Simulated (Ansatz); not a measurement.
FH2O2Y, SMILES `[OH][Y]([OH])[F]` at its PBE0-D4/def2-TZVP geometry, where that method's forces vanish. The species carries charge 0 and has multiplicity 1. Y: def2 effective core potential.

```xyz
6

O     1.5879    0.0880    0.9116
Y     0.1071    0.1061   -0.4617
O    -1.8073   -0.3050    0.0336
F     0.5513    0.5457   -2.3771
H     2.2585    0.0694    1.5873
H    -2.6974   -0.5043    0.3065
```

Question: What forces (eV/Å) does PBE-D4/def2-TZVPP give on these atoms in the Gaussian-basis code of Ansatz? (Best estimate.)

Answer: The calculation gave: 
```
O1  -0.222  0.010 -0.242
Y2  -0.004 -0.004  0.017
O3   0.303  0.071 -0.107
F4   0.039  0.039 -0.169
H5   0.352 -0.010  0.357
H6  -0.468 -0.105  0.145
```
